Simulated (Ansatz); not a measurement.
Problem. Name a neutral molecule of C, N, O, Si and H with LUMO energy (PBE/def2-TZVPP) between -0.30 and 0.00 eV and LUMO energy (ωB97M-V/def2-TZVPP) between 2.05 and 2.35 eV (Ansatz, PBE0-D4/def2-TZVP geometry).

Solution. `COC(N)[SiH3]` (-0.26 eV, 2.08 eV); `O[SiH]1CN1` (-0.18 eV, 2.28 eV); `CN[SiH2]O` (-0.23 eV, 2.09 eV); `CO[SiH2]CN` (-0.08 eV, 2.27 eV); `C[SiH2]NCO` (-0.11 eV, 2.23 eV); `CCO[SiH2]N` (-0.10 eV, 2.16 eV). Other molecules can fit too; these were computed, each in one conformer that needn't be the lowest.
